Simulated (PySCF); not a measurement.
**Atomic charges against the basis set**

Species: CH8FPSi2.
Z-matrix (Å and degrees, PBE0-D3(BJ)/def2-SVP geometry), rows numbered from 1:
```
C 
Si  1  1.8852
Si  2  2.3418  1  109.14
F   3  1.6361  2  109.29  1   177.90
P   3  2.2633  2  112.83  1    57.78
H   1  1.1007  2  110.74  3   -58.90
H   1  1.1007  2  110.52  3  -178.70
H   1  1.1005  2  111.05  3    61.41
H   2  1.4968  1  110.72  3  -122.26
H   2  1.4975  1  110.40  3   117.77
H   3  1.4957  2  112.73  1   -62.44
H   5  1.4314  3   91.10  2   -65.19
H   5  1.4299  3   94.95  2    28.55
```

PBE0 throughout (PySCF), one geometry, spherical d and f functions. Isolated species at its PBE0-D3(BJ)/def2-SVP geometry (one conformer only). Atoms taken as equivalent share a column and are averaged. The first 7 of 10 kinds of atom are listed.

Mulliken charges (e):

```csv
basis,functions,C1,Si2,Si3,F4,P5,H6/H7/H8,H9
pcSseg-0,73,-1.149,+0.315,+0.696,-0.483,-0.366,+0.269,+0.002
6-31G*,98,-0.765,+0.239,+0.623,-0.400,-0.210,+0.205,-0.051
cc-pVDZ,122,-0.269,+0.087,+0.479,-0.325,-0.148,+0.073,-0.028
def2-SVP,122,-0.360,+0.189,+0.521,-0.353,-0.138,+0.085,-0.045
aug-cc-pVDZ,199,+0.421,-0.388,+0.510,-0.652,-0.977,-0.239,+0.290
"6-311+G(2d,p)",207,-0.693,+0.282,+0.527,-0.430,-0.216,+0.170,-0.049
def2-TZVP,221,-0.499,+0.064,+0.445,-0.326,-0.251,+0.147,-0.012
cc-pVTZ,274,-0.391,+0.060,+0.470,-0.300,-0.167,+0.114,-0.024
IGLO-III,282,-0.611,+0.531,+0.753,-0.489,-0.058,+0.147,-0.158
pcSseg-2,313,-0.302,+0.341,+0.547,-0.409,-0.025,+0.063,-0.103
```

IAO charges (e):

```csv
basis,functions,C1,Si2,Si3,F4,P5,H6/H7/H8,H9
pcSseg-0,73,-0.687,+0.294,+0.631,-0.476,-0.142,+0.165,-0.045
6-31G*,98,-0.693,+0.420,+0.757,-0.526,-0.097,+0.158,-0.097
cc-pVDZ,122,-0.692,+0.423,+0.745,-0.525,-0.106,+0.157,-0.097
def2-SVP,122,-0.685,+0.432,+0.748,-0.523,-0.099,+0.154,-0.100
aug-cc-pVDZ,199,-0.704,+0.429,+0.752,-0.539,-0.113,+0.160,-0.096
"6-311+G(2d,p)",207,-0.715,+0.450,+0.767,-0.544,-0.101,+0.162,-0.103
def2-TZVP,221,-0.718,+0.456,+0.778,-0.545,-0.103,+0.162,-0.106
cc-pVTZ,274,-0.716,+0.445,+0.771,-0.541,-0.110,+0.162,-0.103
IGLO-III,282,-0.718,+0.456,+0.771,-0.545,-0.101,+0.162,-0.106
pcSseg-2,313,-0.718,+0.452,+0.773,-0.545,-0.101,+0.162,-0.104
```

Hirshfeld charges (e):

| basis | functions | C1 | Si2 | Si3 | F4 | P5 | H6/H7/H8 | H9 |
| --- | --- | --- | --- | --- | --- | --- | --- | --- |
| pcSseg-0 | 73 | -0.193 | +0.239 | +0.321 | -0.234 | -0.015 | +0.039 | -0.068 |
| 6-31G* | 98 | -0.186 | +0.215 | +0.268 | -0.202 | -0.023 | +0.048 | -0.070 |
| cc-pVDZ | 122 | -0.197 | +0.237 | +0.275 | -0.201 | -0.007 | +0.046 | -0.075 |
| def2-SVP | 122 | -0.201 | +0.244 | +0.285 | -0.206 | -0.003 | +0.045 | -0.077 |
| aug-cc-pVDZ | 199 | -0.214 | +0.243 | +0.289 | -0.221 | -0.006 | +0.048 | -0.073 |
| 6-311+G(2d,p) | 207 | -0.206 | +0.243 | +0.287 | -0.221 | -0.003 | +0.046 | -0.074 |
| def2-TZVP | 221 | -0.208 | +0.238 | +0.282 | -0.212 | -0.008 | +0.048 | -0.074 |
| cc-pVTZ | 274 | -0.208 | +0.238 | +0.282 | -0.207 | -0.009 | +0.048 | -0.074 |
| IGLO-III | 282 | -0.213 | +0.241 | +0.288 | -0.217 | 0.000 | +0.047 | -0.073 |
| pcSseg-2 | 313 | -0.216 | +0.244 | +0.292 | -0.218 | -0.009 | +0.048 | -0.074 |

Some averages cover members that differ in this geometry, most widely: H6/H7/H8, Mulliken in aug-cc-pVDZ -0.324 to -0.189 e.

**Question.** Which scheme is steadiest as the basis changes?

**Answer.** Largest range over the bases for any column: Hirshfeld 0.05 e, IAO 0.16 e, Mulliken 1.57 e. Hirshfeld charges move least and Mulliken charges most, counted in e.

**Question.** How much do the charges still move between the two largest bases, IGLO-III and pcSseg-2?

**Answer.** At most, over all atoms: Mulliken 0.309 e, IAO 0.004 e, Hirshfeld 0.008 e.

**Question.** What do the same runs give for the total energy, the frontier levels and the dipole moment?

**Answer.** 
```json
{"basis": "pcSseg-0", "energy (Eh)": "-1061.1999", "HOMO (eV)": "-7.54", "LUMO (eV)": "-0.65", "μ (D)": "3.54"}
{"basis": "6-31G*", "energy (Eh)": "-1062.5798", "HOMO (eV)": "-7.26", "LUMO (eV)": "-0.36", "μ (D)": "2.87"}
{"basis": "cc-pVDZ", "energy (Eh)": "-1062.6394", "HOMO (eV)": "-7.28", "LUMO (eV)": "-0.34", "μ (D)": "2.75"}
{"basis": "def2-SVP", "energy (Eh)": "-1062.2431", "HOMO (eV)": "-7.34", "LUMO (eV)": "-0.37", "μ (D)": "2.77"}
{"basis": "aug-cc-pVDZ", "energy (Eh)": "-1062.6597", "HOMO (eV)": "-7.36", "LUMO (eV)": "-0.70", "μ (D)": "2.71"}
{"basis": "6-311+G(2d,p)", "energy (Eh)": "-1062.7216", "HOMO (eV)": "-7.40", "LUMO (eV)": "-0.76", "μ (D)": "2.77"}
{"basis": "def2-TZVP", "energy (Eh)": "-1062.7396", "HOMO (eV)": "-7.36", "LUMO (eV)": "-0.65", "μ (D)": "2.63"}
{"basis": "cc-pVTZ", "energy (Eh)": "-1062.7394", "HOMO (eV)": "-7.35", "LUMO (eV)": "-0.56", "μ (D)": "2.60"}
{"basis": "IGLO-III", "energy (Eh)": "-1062.7413", "HOMO (eV)": "-7.36", "LUMO (eV)": "-0.59", "μ (D)": "2.60"}
{"basis": "pcSseg-2", "energy (Eh)": "-1062.7578", "HOMO (eV)": "-7.40", "LUMO (eV)": "-0.72", "μ (D)": "2.80"}
```

The dipole is fixed by the density alone, so its range of 0.94 D shows that the density itself changes with the basis, not only its division among atoms.
